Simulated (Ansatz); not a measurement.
Task: Name a neutral molecule of Cl, O, Si, Sn and H with HOMO–LUMO gap (PBE0/def2-TZVPP) between 7.35 and 7.65 eV and size of the dipole moment (B3LYP/def2-TZVPP) between 2.05 and 2.35 D (Ansatz, PBE0-D4/def2-TZVP geometry).

Result: `Cl[SiH2][O][SnH3]` (7.56 eV, 2.10 D). Other molecules can fit too; these were computed, each in one conformer that needn't be the lowest.

B3LYP here is the variant with VWN-RPA as its local correlation; programs differ in this.
